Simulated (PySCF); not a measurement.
# Radial density of Pt⁵¹⁺ (platinum, charge +51)

UHF, [Ar] 3d9, 2D determinant. All numbers are calculated (PySCF 2.14, no relativity, point nucleus, in an uncontracted even-tempered set (16 s from 12 bohr⁻², ratio 2.5; 11 p from 15 bohr⁻², ratio 2.5; 7 d from 15 bohr⁻², ratio 2.5; 4 f from 65 bohr⁻², ratio 2.7; 3 g from 97 bohr⁻², ratio 2.7)).

```tsv
r (bohr)	4πr²ρ (e/bohr)	4πr²(ρα − ρβ)
0.000383	0.5895	0.0000
0.000645	1.601	0.0000
0.00108	4.230	0.0000
0.00182	10.66	-0.0001
0.00307	24.86	-0.0001
0.00516	50.83	-0.0003
0.00868	83.82	-0.0004
0.0146	99.86	0.0019
0.0246	90.52	0.0364
0.0413	114.5	0.3768
0.0695	129.5	2.2865
0.117	100.7	6.1465
0.197	92.07	4.5144
0.331	10.32	0.4085
0.556	0.05743	0.0019
```

A non-relativistic calculation at this Z misses sizeable relativistic shifts. Spin-orbit coupling, absent here, splits the open shell strongly.
